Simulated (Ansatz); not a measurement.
Isolated molecules relaxed with PBE0-D4/def2-TZVP in Ansatz; ΔE leaves out vibrations. CCSD(T)/CBS is the MP2 limit (def2-TZVPP, def2-QZVPP) plus CCSD(T) − MP2 in def2-TZVPP, frozen cores. This one scheme is used for every species. DFT in def2-TZVPP. No spin–orbit coupling; open shells (•) take unrestricted orbitals. Each species was taken in one conformer, which may not be the lowest.

Consider the homolysis of the O–Si bond: `CO[SiH](O)[SiH3]` → `[OH]`• + `CO[SiH][SiH3]`•.

```tsv
level	ΔE (eV)
B97M-V	5.49
r2SCANh-D4	5.37
B2PLYP	5.52
PBE-QIDH	5.57
CAM-B3LYP	5.52
HF/def2-SVP	4.10
MP2/CBS(def2)	6.05
CCSD/CBS(def2)	5.62
```

Problem. What does CCSD(T)/CBS give? (Best estimate.)

Solution. The calculation gave: +5.71 eV. The listed levels differ from it by -0.22, -0.34, -0.19, -0.14, -0.19, -1.61, 0.34, -0.09 eV.

Largest T1 diagnostic among the species: 0.015.

The D4 term adds +0.07 eV with B3LYP and +0.04 eV with PBE0; it sums over pairs of atoms, weighted by their polarisabilities, and B3LYP, whose exchange is more repulsive, gets the larger term. In def2-TZVPP, CCSD(T) changes the Hartree–Fock value by +1.34 eV (the triples alone add +0.10 eV) and MP2 by +1.67 eV; breaking electron pairs costs correlation energy, which Hartree–Fock lacks.

B3LYP here is the variant with VWN-RPA as its local correlation; programs differ in this.
